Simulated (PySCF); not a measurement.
An equivalent PySCF input for C⁺ (carbon, charge +1), [He] 2s2 2p1, 2P determinant, with the non-relativistic Hamiltonian (point nucleus):

```python
from pyscf import gto, scf, dft, mp, cc
import basis_set_exchange as bse
mol = gto.M(atom="C 0 0 0", charge=1, spin=1, symmetry="D2h",
            basis=gto.basis.parse(bse.get_basis("def2-SVP", elements=["C"], fmt="nwchem", header=False)))
mf = dft.UKS(mol, xc="LDA,VWN")
mf.irrep_nelec = {'Ag': (2, 2), 'B2u': (1, 0)}
mf.kernel()
```

It reaches the same state as the run whose output follows, with an energy that differs only through the grid. The run itself started from symmetry-adapted Hartree-Fock orbitals and held the occupation by maximum overlap, on a logarithmic radial grid, so the iterations belong to that start.

```
SCF conv_tol = 1e-09
number electrons alpha = 3  beta = 2
XC functionals = LDA,VWN
    P. A. M. Dirac.,  Math. Proc. Cambridge Philos. Soc. 26, 376 (1930)
    F. Bloch.,  Z. Phys. 57, 545 (1929)
    S. H. Vosko, L. Wilk, and M. Nusair.,  Can. J. Phys. 58, 1200 (1980)
cycle= 1 E= -36.9906549546841  delta_E= -0.00193  |g|= 0.00323  |ddm|= 0.0487
cycle= 2 E= -36.9906605345022  delta_E= -5.58e-06  |g|= 0.000492  |ddm|= 0.00564
cycle= 3 E= -36.9906607222479  delta_E= -1.88e-07  |g|= 0.000104  |ddm|= 0.00132
cycle= 4 E= -36.9906607317292  delta_E= -9.48e-09  |g|= 2.04e-06  |ddm|= 0.000253
cycle= 5 E= -36.9906607317328  delta_E= -3.62e-12  |g|= 1.24e-08  |ddm|= 4.7e-06
converged SCF energy = -36.9906607317328  <S^2> = 0.75095066  2S+1 = 2.0009504
```
